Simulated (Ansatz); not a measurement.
# C2H5BClF (SMILES BC(F)CCl): the energy to break a bond

The species is C2H5BClF (10 atoms), meant as a singlet with charge 0. SMILES: `BC(F)CCl`. Geometry: optimised at PBE0/def2-SVP. This is one conformer, not always the lowest.

```xyz
10

B    -1.3119   -0.7164   -0.2761
C     0.1750   -0.4892    0.1419
F     0.5221   -1.0692    1.3400
C     0.6660    0.9398    0.0980
Cl    2.4445    1.0571    0.2209
H    -2.0048   -1.4994    0.3225
H    -1.7256   -0.1605   -1.2653
H     0.7022   -1.0458   -0.6738
H     0.2507    1.5143    0.9378
H     0.3649    1.4184   -0.8433
```

Wanted: the dissociation energy of the C4–C2 bond into doublet CH2Cl and doublet CH3BF (shapes relaxed at PBE0/def2-SVP, no zero-point term). 1 Eh = 2625.50 kJ/mol = 27.2114 eV. Totals in Eh; open shells run unrestricted unless said.

| level | program | C2H5BClF | doublet CH2Cl | doublet CH3BF |
| --- | --- | --- | --- | --- |
| PBE/def2-SVP | Ansatz | -663.332822 | -499.019006 | -164.202620 |
| B3LYP/def2-SVP | Ansatz | -663.793190 | -499.279943 | -164.405512 |

Problem. Work out the dissociation energy at each level.

Solution. 
1. PBE/def2-SVP: (-499.019006) + (-164.202620) − (-663.332822) = 0.111196 Eh = 291.9 kJ/mol = 3.03 eV.
2. B3LYP/def2-SVP: (-499.279943) + (-164.405512) − (-663.793190) = 0.107735 Eh = 282.9 kJ/mol = 2.93 eV.

The levels span 283 to 292 kJ/mol; no measured value is set beside them. A bond enthalpy at 298 K also holds the loss of zero-point energy and thermal terms.
